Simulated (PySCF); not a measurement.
A calculated (M06-L, PySCF 2.14, def2-SVP, no relativity, point nucleus) atom or ion has these occupied shells.

```tsv
shell	electrons	orbital energy (eV)	rms radius, mean of both spins (bohr)
1s	2	-8780.7	0.0613
2s	2	-1060.5	0.258
2p	6	-927.98	0.230
3s	2	-123.71	0.776
3p	6	-81.685	0.823
3d	10	-12.892	1.13
```

Problem. Name the element and its charge.

Solution. Cu+ (copper, charge +1), in [Ar] 3d10, closed-shell 1S.
